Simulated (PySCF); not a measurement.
**Stationary points of ClF₇**

Level of theory: PySCF, PBE0, basis Cl def2-SVP, F def2-SVP (no relativity, density fitting).

Relaxations began from a few typed shapes. The search is not exhaustive: other isomers or separated fragments can lie lower, and high-lying points may rest on an excited occupation.

Task: Which is the lowest minimum found?
A. singlet D5h: Cl–F 1.594 Å (×2), Cl–F 1.767 Å (×5); F–Cl–F 72.0° (×5), F–Cl–F 90.0° (×10), F–Cl–F 144.0° (×5), F–Cl–F 180.0°
B. singlet D5h: Cl–F 1.594 Å (×2), Cl–F 1.767 Å (×5); F–Cl–F 72.0° (×5), F–Cl–F 90.0° (×10), F–Cl–F 144.0° (×5), F–Cl–F 180.0°

Result: B. The others lie at 0.2 (singlet D5h) kJ/mol above it.

Counting electrons, chlorine keeps none of its valence electrons outside its bonds, so the VSEPR class is AX7 and the expected shape is pentagonal bipyramidal (D5h), as computed.
